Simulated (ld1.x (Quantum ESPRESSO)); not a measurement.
**How hard is this He PAW potential?**

He (Z = 2), PAW, made with ld1.x (Quantum ESPRESSO) 7.5 (PBE, scalar-relativistic). Core none, reference 1s1 (charge +1). Waves: 1s (bound): rcut 0.55, rcutus 0.80 bohr; 1s channel at -2.5 Ry: rcut 0.55, rcutus 0.80 bohr; 2p channel at 0.1 Ry: rcut 0.60, rcutus 0.80 bohr. Local part: all-electron potential smoothed inside 0.75 bohr (lloc = -1). Core correction: none. Augmentation charge: GAUSS, radius 0.45 bohr.

The pseudo-atom Hamiltonian at the reference potential is diagonalised in spherical Bessel functions j_l(qr) that vanish at 20 bohr, with q² up to the cutoff. All-electron valence levels (Ry): 1s -2.8760.

How do the lowest levels (Ry) of each channel move with the cutoff, and are there ghosts?

| cutoff (Ry) | s #1 | p #1 | p #2 | d #1 | d #2 | f #1 | Σ f·Δε (mRy) |
| --- | --- | --- | --- | --- | --- | --- | --- |
| 8 | -2.1492 | -0.3642 | -0.1310 | -0.1122 | -0.0190 | -0.0402 | 726.8 |
| 12 | -2.3946 | -0.3678 | -0.1318 | -0.1122 | -0.0190 | -0.0402 | 481.4 |
| 21 | -2.6779 | -0.3702 | -0.1324 | -0.1122 | -0.0190 | -0.0402 | 198.1 |
| 30 | -2.7852 | -0.3710 | -0.1326 | -0.1122 | -0.0190 | -0.0402 | 90.8 |
| 45 | -2.8564 | -0.3714 | -0.1326 | -0.1122 | -0.0190 | -0.0402 | 19.6 |
| 55 | -2.8700 | -0.3715 | -0.1327 | -0.1122 | -0.0190 | -0.0402 | 6.0 |
| 80 | -2.8756 | -0.3716 | -0.1327 | -0.1122 | -0.0190 | -0.0402 | 0.4 |
| 100 | -2.8759 | -0.3716 | -0.1327 | -0.1122 | -0.0190 | -0.0402 | 0.1 |
| 400 | -2.8760 | -0.3716 | -0.1327 | -0.1122 | -0.0190 | -0.0402 | 0.0 |

Result: no extra level below or beside the all-electron valence levels (s, p, d, f tested); 10 mRy is reached at 50 Ry and 1 mRy at 80 Ry.
